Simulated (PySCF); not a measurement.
Stepwise substitution at one centre (Sn OCH3-H). Isolated molecules, 0 K electronic values unless said otherwise. One relaxed conformer stands for each flexible species; it need not be the lowest. Strings in code marks are SMILES.

All values below come from B3LYP-D3(BJ)/def2-TZVP // B3LYP-D3(BJ)/def2-SVP in PySCF. All candidates: neutral, multiplicity 1. B3LYP has the VWN-RPA correlation part, as in Gaussian. Delta-SCF ions had no search for a lower state. 

The HOMO–LUMO gap is 9.15 eV, the vertical ionisation energy (Delta-SCF) comes out as 11.49 eV and the HOMO is -8.96 eV.

Q: Say which member has these values.
A. `C[O][Sn]([O]C)([O]C)[O]C`
B. `[SnH4]`
C. `C[O][SnH]([O]C)[O]C`
D. `C[O][SnH2][O]C` (C–O–Sn–O torsion 60°, O–Sn–O–C torsion 60°)

A: B, `[SnH4]`. The others give `C[O][SnH2][O]C` (C–O–Sn–O torsion 60°, O–Sn–O–C torsion 60°): 6.60 eV, 9.42 eV, -7.36 eV; `C[O][Sn]([O]C)([O]C)[O]C`: 5.63 eV, 9.46 eV, -7.71 eV; `C[O][SnH]([O]C)[O]C`: 6.13 eV, 9.41 eV, -7.50 eV
